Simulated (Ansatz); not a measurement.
Consider the ligand exchange at the Si–N bond: `O=C=N[SiH2]F` + PH₃ → `F[SiH2]P` + `N=C=O`.

Computed with Ansatz on PBE0-D4/def2-TZVP structures; ΔE is electronic, products minus reactants. CBS: MP2 limit from def2 TZ/QZ plus the TZ coupled-cluster correction, frozen cores. This one scheme is used for every species. DFT in def2-TZVPP. One conformer a species, not always the lowest.

```
       species  BHLYP-D4 energy (Eh)
`O=C=N[SiH2]F`            -558.73797
           PH₃            -343.14861
    `F[SiH2]P`            -733.18715
       `N=C=O`            -168.66286
```

Question: Work out ΔE.

Answer: ΔE = (-733.18715) + (-168.66286) − (-558.73797) − (-343.14861) = 0.03657 Eh = +22.9 kcal/mol. CCSD(T)/CBS gives +20.2 kcal/mol.

Largest T1 diagnostic among the species: 0.018.

In def2-TZVPP, CCSD(T) changes the Hartree–Fock value by −5.6 kcal/mol (the triples alone add −1.0 kcal/mol) and MP2 by −4.7 kcal/mol. At CCSD(T), def2-SVP lies +2.3 kcal/mol from the extrapolated value and def2-TZVPP +0.7 kcal/mol. From BLYP to BHLYP (50 % exact exchange), in def2-TZVPP and without D4, ΔE moves by +3.9 kcal/mol.
